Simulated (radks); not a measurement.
Spherical quantum dot in the effective-mass picture: electrons in a well V = -V0 / (1 + exp((r - R)/a)) with V0 = 7.13, R = 6.9, a = 0.42, with a point charge +1 (a donor) at the centre, all in effective atomic units (hartree* = m*/eps^2 hartree, bohr* = eps/m* bohr), one dielectric constant everywhere. Method: non-relativistic Kohn-Sham, LDA (Slater exchange, Perdew-Wang correlation), spin-polarised, spherical densities; computed with a radial shooting solver with Libxc functionals. Levels are named by radial order and angular momentum (1s, 1p, 1d, 2s, ...), and open shells are averaged over m. Results are scaled to m* = 0.33 and eps = 6.7, for which hartree* = 200 meV and bohr* = 1.074 nm.

N = 17, configuration 1s2 1p6 1d(up 5, down 3) 2s(up 1, down 0). This is the lowest configuration that the search found. Occupied and some empty levels:

level    occupation  eigenvalue (meV)  <r> (nm)
1s up             1           -794.52     4.311
1s down           1           -789.50     4.594
1p up             3           -779.50     4.925
1p down           3           -776.18     4.934
1d up             5           -758.36     5.101
1d down           3           -755.14     5.103
2s up             1           -753.74     2.405
2s down           0           -732.36     2.448
1f up             0           -729.69     5.245
1f down           0           -726.49     5.246
1g up             0           -694.11     5.371
1g down           0           -690.94     5.374
2p up             0           -673.17     3.643
2p down           0           -667.25     3.735

Energy (meV): total -18647.1, kinetic 989.33, external -24652, Hartree 5833.2, exchange-correlation -817.53.

Electron density:

r (nm)  n(r) (e/nm^3)
0.698         0.06899
1.45          0.01921
2.19         0.008119
2.94         0.008273
3.69          0.01343
4.44          0.01982
5.19          0.02043
5.94          0.01121
6.68         0.002200
7.43        0.0001033
8.18        1.437e-06
8.93        1.254e-08
